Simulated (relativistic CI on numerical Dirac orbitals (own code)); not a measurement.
# Zn: what numerical and physical settings do to a radial Dirac CI calculation

Reference input:

```
atom Zn  Z=30  charge=0  electrons=30
nucleus A=64  rms_radius_fm=3.9283
hamiltonian dirac-coulomb  breit=on  qed=on  c_scale=1
orbitals kli  potential=per-configuration
slater_scale 1
correlation none
mixing on
grid step=0.0125 r_max=201.2
scf mixing=0.4 start=green max_iterations=150 tolerance=2e-08 node_fill=0.05
configurations
  [Ar] 3d10 4s2
  [Ar] 3d10 4s 4p
  [Ar] 3d10 4p2
  [Ar] 3d10 4s 4d
  [Ar] 3d10 4s 5s
end
```

Computed lowest total energy -1793.34442 Ha, first excitation 27092.9 cm⁻¹, 59 SCF steps. Runs with settings changed; * marks those that are bad on purpose:

| Changed | Outcome | Lowest level | ΔE (Ha) | First excitation (cm⁻¹) | SCF steps | Message |
| --- | --- | --- | --- | --- | --- | --- |
| node fill of the KLI weights 0.01 | converged | 4s2 1S_0 | -0.000405 | 27144.6 | 58 |  |
| nuclear radius 5.1068 fm, Slater scale 1.2, SCF tolerance 1e-05 | converged | 4s2 1S_0 | -0.00276 | 27825.0 | 46 |  |
| grid step 0.008, iteration limit 20 | converged | 4s2 1S_0 | -4.42e-05 | 27092.9 | 59 |  |
| QED terms off, SCF tolerance 0.0001 | converged | 4s2 1S_0 | -0.511 | 27125.0 | 39 |  |
| nuclear radius 39.283 fm * | converged | 4s2 1S_0 | 0.741 | 27057.2 | 59 |  |
| node fill of the KLI weights 50 * | converged | 4s2 1S_0 | 0.457 | 31035.1 | 84 |  |

With so few configurations and no correlation, terms lie too far apart (by 10 to 50 % near neutrality), their order can be wrong, and levels of other configurations are missing.
